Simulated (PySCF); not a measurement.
## Correlation energy of K (potassium, neutral)

Starting occupation: [Ar] 4p1, 4p3/2 with m_j = +3/2. All numbers are calculated (PySCF 2.14, X2C-1e with screened-nucleus spin-orbit coupling, Gaussian nucleus, in x2c-TZVPall-2c (6s6p3d, 39 functions)). Frozen: [Ne]; 9 electrons correlated.

MP2 pair energies summed by pair of shells (mhartree):

| pair | energy | share (%) |
| --- | --- | --- |
| 3p3/2-3p3/2 | -57.00 | 35.8 |
| 3p1/2-3p3/2 | -55.81 | 35.1 |
| 3p1/2-3p1/2 | -14.62 | 9.2 |
| 3p3/2-3s1/2 | -12.67 | 8.0 |
| 3s1/2-3s1/2 | -6.64 | 4.2 |
| 3p1/2-3s1/2 | -6.40 | 4.0 |
| 3p3/2-4p3/2 | -3.95 | 2.5 |
| 3p1/2-4p3/2 | -1.92 | 1.2 |
| 3s1/2-4p3/2 | -0.21 | 0.1 |

Total MP2 correlation energy: -159.21 mhartree.

This basis was not built for core-valence correlation, so the inner-shell part is incomplete.
